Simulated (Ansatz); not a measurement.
Computed with Ansatz on PBE0-D4/def2-TZVP structures; ΔE is electronic, products minus reactants. CCSD(T)/CBS adds triple-zeta CCSD(T) − MP2 to the extrapolated MP2 energy (def2 sets, frozen cores). Functionals use def2-TZVPP. B3LYP here is the variant with VWN-RPA as its local correlation; programs differ in this. For Ge outer-core shells are correlated without core-valence functions, which leaves a few kJ/mol of doubt a bond. Scalar relativity is left out up to krypton. Each species was taken in one conformer, which may not be the lowest.

Consider the formal exchange of groups at the Si–Ge bond: `F[SiH2][GeH]([F])[Cl]` + `OB[SiH3]` → `OB[SiH2][SiH2]F` + `[F][GeH2][Cl]`.

`F[SiH2][GeH]([F])[Cl]`:

Cartesian coordinates in Å:
```
F -2.094 -0.231 0.807
Si -1.122 0.559 -0.181
Ge 1.067 -0.404 -0.008
F 0.989 -2.039 -0.592
Cl 1.608 -0.547 2.063
H -1.629 0.428 -1.568
H -1.061 1.982 0.230
H 2.242 0.250 -0.751
```

`OB[SiH3]`:

Cartesian coordinates in Å:
```
O 0.118 1.097 1.464
B 0.037 -0.104 0.853
Si -0.065 -0.189 -1.169
H 0.163 1.041 2.423
H 0.028 -1.106 1.526
H -1.314 -0.895 -1.578
H 1.078 -0.991 -1.694
H -0.044 1.147 -1.825
```

`OB[SiH2][SiH2]F`:

```xyz
11

O     0.983   -1.629   -1.219
B     0.711   -0.387   -1.653
Si   -0.327    0.969   -0.526
Si   -0.447    0.123    1.658
F    -0.100   -1.462    1.493
H     0.669   -1.827   -0.327
H     1.100   -0.113   -2.755
H     0.313    2.315   -0.509
H    -1.710    1.135   -1.061
H     0.581    0.681    2.575
H    -1.774    0.196    2.322
```

`[F][GeH2][Cl]`:

Cartesian coordinates in Å:
```
F -0.612 -0.698 -1.412
Ge 0.032 0.144 -0.046
Cl 0.050 -1.251 1.568
H -0.940 1.277 0.282
H 1.470 0.528 -0.392
```

```
                species  B3LYP energy (Eh)
`F[SiH2][GeH]([F])[Cl]`        -3028.52774
             `OB[SiH3]`         -392.67924
      `OB[SiH2][SiH2]F`         -782.76020
        `[F][GeH2][Cl]`        -2638.44584
```

(1) Work out ΔE.

Largest T1 diagnostic among the species: 0.014.

## Answers

(1) ΔE = (-782.76020) + (-2638.44584) − (-3028.52774) − (-392.67924) = 0.00094 Eh = +2.5 kJ/mol. CCSD(T)/CBS gives -2.2 kJ/mol.

In def2-TZVPP, CCSD(T) changes the Hartree–Fock value by −10.3 kJ/mol (the triples alone add −2.1 kJ/mol) and MP2 by −8.6 kJ/mol.
